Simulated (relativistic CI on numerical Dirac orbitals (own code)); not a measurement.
What each ingredient does to the levels of Tl²⁶⁺

Base calculation: Dirac-Coulomb-Breit CI, separate exchange-only KLI orbitals for each configuration, model QED (radiative potential, 1s self-energy scaled to tabulated hydrogen-like ionisation energies), unscaled Slater integrals.

Configuration list (outside the closed core [Ar] 3d10 4d10): 4s2 4p6 4f9, 4s2 4p6 4f8 5s, 4s2 4p6 4f7 5s2, 4s2 4p5 4f10, 4s2 4p6 4f8 6s, 4s 4p6 4f10, 4p6 4f11. Levels of other configurations are missing.

Variants: (1) valence Slater integrals scaled by 0.9; (2) Breit term removed; (3) only the first configuration. Shifts of the energy above 4s2 4p6 4f9 6H°_15/2, in cm⁻¹, for the lowest level and the first level of each name with at least 55 % of one term (blank where a level changes its place among those of its configuration and J or its character, or is not in the variant):

```
               Level      Base     Δ(1)     Δ(2)     Δ(3)
4s2 4p6 4f9 6H°_15/2       0.0      0.0      0.0      0.0
4s2 4p6 4f9 6H°_13/2   28406.9   +841.1   +887.9   -102.7
4s2 4p6 4f9 4M°_21/2   70296.1  -4296.5  +3813.5    +56.7
4s2 4p6 4f9 4M°_17/2  104704.4  -4019.8  +3597.1   +160.0
4s2 4p6 4f9 4M°_19/2  107436.7  -4107.1  +4570.0    +37.1
 4s2 4p6 4f9 4P°_1/2  112948.6  -4213.7   +561.9   +953.7
 4s2 4p6 4f9 4F°_7/2  133301.7  -6360.6  +1289.7  +1539.6
```

At this charge energies of transitions that change n are usually good to better than 1 %, and those within a shell (Δn = 0) to a few per cent. Terms inside the open d or f shell come out 10 to 20 % too wide with unscaled integrals.

Ionisation energy from the two ground configurations alone: base 867.385 eV; valence Slater integrals scaled by 0.9 867.828 eV. The NIST ASD value (theoretical) is 880 eV.

LS names give the leading component of a level, which can be under half, so a name can repeat, a term be missing and a line seem to break the LS rules.
